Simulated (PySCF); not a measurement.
C₄H₉Se (SMILES C[CH][Se]CC), doublet, geometry from GFN2-xTB, atoms displaced at random by about 0.08 Å a coordinate; PySCF with PBE/STO-3G, gradient.

Here is a job for PySCF.
```python
from pyscf import gto, scf, dft

mol = gto.M(
    atom='''
C     2.146385    0.509540    1.307565
C     1.063813    0.665368    0.803901
Se    0.152815   -0.562978   -0.381033
C    -1.466998    0.341513   -0.692671
C    -2.307738    0.254413    0.704321
H     2.208950    1.095006    2.256767
H     2.313557   -0.661596    1.430195
H     3.153212    0.993959    0.842740
H     0.670703    1.772514    0.459996
H    -2.110332   -0.317814   -1.464669
H    -1.534007    1.286618   -1.213195
H    -1.760251    0.869097    1.432321
H    -3.310783    0.816374    0.518703
H    -2.331104   -0.644351    0.880478
''',
    basis='sto-3g',
    charge=0,
    spin=1,
    verbose=4,
)

mf = dft.UKS(mol)
mf.xc = 'pbe'
mf.kernel()
g = mf.nuc_grad_method()
grad = g.kernel()
```

Output, abridged:

```
PySCF version 2.14.0

[INPUT] verbose = 4
[INPUT] num. atoms = 14
[INPUT] num. electrons = 67
[INPUT] charge = 0
[INPUT] spin (= nelec alpha-beta = 2S) = 1
[INPUT] symmetry False subgroup None
[INPUT] Mole.unit = angstrom
[INPUT] Symbol           X                Y                Z      unit          X                Y                Z       unit  Magmom
[INPUT]  1 C      2.146385000000   0.509540000000   1.307565000000 AA    4.056079807875   0.962891049511   2.470939740067 Bohr   0.0
[INPUT]  2 C      1.063813000000   0.665368000000   0.803901000000 AA    2.010315217752   1.257363292050   1.519152721264 Bohr   0.0
[INPUT]  3 Se     0.152815000000  -0.562978000000  -0.381033000000 AA    0.288778497725  -1.063874234155  -0.720048014421 Bohr   0.0
[INPUT]  4 C     -1.466998000000   0.341513000000  -0.692671000000 AA   -2.772224445285   0.645366037979  -1.308958484429 Bohr   0.0
[INPUT]  5 C     -2.307738000000   0.254413000000   0.704321000000 AA   -4.360992787252   0.480770892529   1.330973793780 Bohr   0.0
[INPUT]  6 H      2.208950000000   1.095006000000   2.256767000000 AA    4.174310522858   2.069261444755   4.264671556956 Bohr   0.0
[INPUT]  7 H      2.313557000000  -0.661596000000   1.430195000000 AA    4.371989103570  -1.250235245108   2.702676854722 Bohr   0.0
[INPUT]  8 H      3.153212000000   0.993959000000   0.842740000000 AA    5.958707092692   1.878310289047   1.592547794216 Bohr   0.0
[INPUT]  9 H      0.670703000000   1.772514000000   0.459996000000 AA    1.267444980924   3.349566011957   0.869266458395 Bohr   0.0
[INPUT] 10 H     -2.110332000000  -0.317814000000  -1.464669000000 AA   -3.987949511906  -0.600581418553  -2.767823273141 Bohr   0.0
[INPUT] 11 H     -1.534007000000   1.286618000000  -1.213195000000 AA   -2.898853103166   2.431355646936  -2.292606285692 Bohr   0.0
[INPUT] 12 H     -1.760251000000   0.869097000000   1.432321000000 AA   -3.326392300492   1.642355305681   2.706694412463 Bohr   0.0
[INPUT] 13 H     -3.310783000000   0.816374000000   0.518703000000 AA   -6.256473127866   1.542723275216   0.980206609990 Bohr   0.0
[INPUT] 14 H     -2.331104000000  -0.644351000000   0.880478000000 AA   -4.405148127878  -1.217646918090   1.663862278705 Bohr   0.0

nuclear repulsion = 351.414296718506
number of shells = 29
number of NR pGTOs = 141
number of NR cGTOs = 47
basis = sto-3g
ecp = {}

******** <class 'pyscf.dft.uks.UKS'> ********
method = UKS
initial guess = minao
damping factor = 0
level_shift factor = 0
DIIS = <class 'pyscf.scf.diis.CDIIS'>
diis_start_cycle = 1
diis_space = 8
diis_damp = 0
SCF conv_tol = 1e-09
SCF conv_tol_grad = None
SCF max_cycles = 50
direct_scf = True
direct_scf_tol = 1e-13
number electrons alpha = 34  beta = 33
XC library pyscf.dft.libxc version 7.1.2
    S. Lehtola, C. Steigemann, M. J. T. Oliveira, and M. A. L. Marques,  SoftwareX 7, 1–5 (2018)
XC functionals = pbe
    J. P. Perdew, K. Burke, and M. Ernzerhof,  Phys. Rev. Lett. 77, 3865 (1996)
    J. P. Perdew, K. Burke, and M. Ernzerhof,  Phys. Rev. Lett. 78, 1396 (1997)
    J. P. Perdew, K. Burke, and M. Ernzerhof,  Phys. Rev. Lett. 77, 3865 (1996)
    J. P. Perdew, K. Burke, and M. Ernzerhof,  Phys. Rev. Lett. 78, 1396 (1997)
radial grids:
    Treutler-Ahlrichs [JCP 102, 346 (1995); DOI:10.1063/1.469408] (M4) radial grids

becke partition: Becke, JCP 88, 2547 (1988); DOI:10.1063/1.454033
pruning grids: <function nwchem_prune>
grids dens level: 3
symmetrized grids: False
atomic radii adjust function: <function treutler_atomic_radii_adjust>
small_rho_cutoff = 0
Set gradient conv threshold to 3.16228e-05
tot grids = 165168
init E= -2527.37250143763

cycle= 1 E= -2529.81033981684  delta_E= -2.44  |g|= 0.354  |ddm|= 3.31
cycle= 2 E= -2529.76267593045  delta_E= 0.0477  |g|= 0.383  |ddm|= 1.83
cycle= 3 E= -2529.92892040884  delta_E= -0.166  |g|= 0.168  |ddm|= 1.24
cycle= 4 E= -2529.95070197405  delta_E= -0.0218  |g|= 0.023  |ddm|= 0.306
cycle= 5 E= -2529.95114311718  delta_E= -0.000441  |g|= 0.00988  |ddm|= 0.0548
cycle= 6 E= -2529.95120435805  delta_E= -6.12e-05  |g|= 0.00486  |ddm|= 0.0203
cycle= 7 E= -2529.95121992098  delta_E= -1.56e-05  |g|= 0.00117  |ddm|= 0.00879
cycle= 8 E= -2529.9512213339  delta_E= -1.41e-06  |g|= 0.00021  |ddm|= 0.0029
cycle= 9 E= -2529.95122137916  delta_E= -4.53e-08  |g|= 0.000109  |ddm|= 0.000596
cycle= 10 E= -2529.95122138704  delta_E= -7.89e-09  |g|= 2.48e-05  |ddm|= 0.000188
cycle= 11 E= -2529.9512213876  delta_E= -5.58e-10  |g|= 5.65e-06  |ddm|= 5.78e-05
Extra cycle  E= -2529.95122138761  delta_E= -5.46e-12  |g|= 6.8e-06  |ddm|= 2.71e-05
converged SCF energy = -2529.95122138761  <S^2> = 0.75403198  2S+1 = 2.0040279

******** <class 'pyscf.grad.uks.Gradients'> for <class 'pyscf.dft.uks.UKS'> ********
unit = Eh/Bohr
grid_response = False
--------------- UKS gradients ---------------
         x                y                z
0 C    -0.3913544274     0.0822207446    -0.1686588017
1 C     0.4151925915    -0.1270265236     0.2338721048
2 Se    -0.0434792823     0.0161068742     0.0022603503
3 C     0.0856671863     0.0495546208     0.0048085583
4 C     0.0037458166    -0.2860991088     0.1047175464
5 H    -0.0052765572     0.0114217956    -0.0188593251
6 H    -0.0134699495    -0.0471701254    -0.0104066952
7 H     0.0266542005     0.0236352625     0.0011038618
8 H    -0.0201918727     0.0528278697    -0.0287028885
9 H    -0.0330459218    -0.0186908115    -0.0354156493
10 H    -0.0155897463    -0.0294087063    -0.0035593033
11 H    -0.0018034725     0.0067567924    -0.0093340396
12 H    -0.0268173430     0.0313500477    -0.0113296927
13 H     0.0198067996     0.2345321604    -0.0605401144
----------------------------------------------
```
